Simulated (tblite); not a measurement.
Species: C₇H₁₁OPSi.
SMILES with atom numbers: `[CH:1]#[C:2][C:3]#[C:4][CH2:5][Si@@H:6]([PH2:7])[O:8][CH2:9][CH3:10]` (hydrogens: H11 on C1; H12, H13 on C5; H14 on Si6; H15, H16 on P7; H17, H18 on C9; H19, H20, H21 on C10)

The geometry is computed with GFN2-xTB (gas phase).

Problem. List the bond lengths, angles and torsions at this level.

Solution. 
```
                     bond  length (Å)   order
                    C1≡C2       1.205  triple
                    C2–C3       1.358  single
                    C3≡C4       1.208  triple
                    C4–C5       1.432  single
                   C5–Si6       1.912  single
                   Si6–P7       2.249  single
                   Si6–O8       1.619  single
                    O8–C9       1.402  single
                   C9–C10       1.520  single
                   C1–H11       1.048  single
                   C5–H12       1.091  single
                   C5–H13       1.093  single
                  Si6–H14       1.471  single
           P7–H15, P7–H16       1.383  single
                   C9–H17       1.096  single
                   C9–H18       1.098  single
C10–H19, C10–H20, C10–H21       1.087  single
```

Bonds in one row agree within 0.01 Å and their mean is given. Orders are formal, as drawn. A selection of angles:
```
    angle  degrees
 C1–C2–C3    179.9
 C2–C3–C4    178.1
 C3–C4–C5    177.3
C4–C5–Si6    110.9
C5–Si6–P7    110.6
C5–Si6–O8    103.5
P7–Si6–O8    109.1
Si6–O8–C9    128.1
O8–C9–C10    110.0
```

Dihedral angles: C4–C5–Si6–P7 62° (synclinal); C5–Si6–O8–C9 -152° (antiperiplanar); Si6–O8–C9–C10 126° (anticlinal).

Si6 (oxygen-bound silicon) is distorted tetrahedral (angles from 103.5° to 112.9°). Of the pairs four or more bonds apart, P7···H18 is among the closest relative to their van der Waals radii: 2.88 Å, 96 % of the sum of Bondi's values. O8 (silyl ether oxygen) is bent (angle 128.1°). P7 (three-coordinate phosphorus) is pyramidal (angles 95.7°, 95.2° and 92.6°, sum 283.5°, 0.83 Å off the plane of its three neighbours). The 5 C–C bonds span 1.205 Å (C1≡C2, drawn triple) to 1.520 Å (C9–C10, drawn single), a spread of 0.315 Å.

Point group: C1 (no symmetry element, even within 0.4 Å). GFN2-xTB frequencies show an imaginary mode (26i cm⁻¹), so the point is no minimum at that level. Torsions: C4–C5–Si6–P7 62°, C5–Si6–P7–H -49° and -142°, C5–Si6–O8–C9 -152°, Si6–O8–C9–C10 126°.
